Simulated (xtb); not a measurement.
Si(Cl)3(NCO) (CCl3NOSi), SMILES C(=N[Si](Cl)(Cl)Cl)=O. All values are semi-empirical tight-binding results from xtb (GFN2-xTB unless named), good for trends rather than for accurate numbers. Geometry: GFN2-xTB. One conformer was computed; it need not be the lowest.

Computed properties:
```
Property                                         Value
--------------------------------------  --------------
point group as xtb finds it                         Cs
orbital gap                                    5.90 eV
dipole moment                                   0.54 D
zero-point energy                        11.6 kcal/mol
G − E(el) at 298.15 K (modified RRHO)   -11.1 kcal/mol
static polarisability (D4 model)            91.4 bohr³
solvation energy, GFN2-xTB/ALPB(water)    0.1 kcal/mol
solvation energy, GFN2-xTB/ALPB(dmso)    -7.2 kcal/mol
```
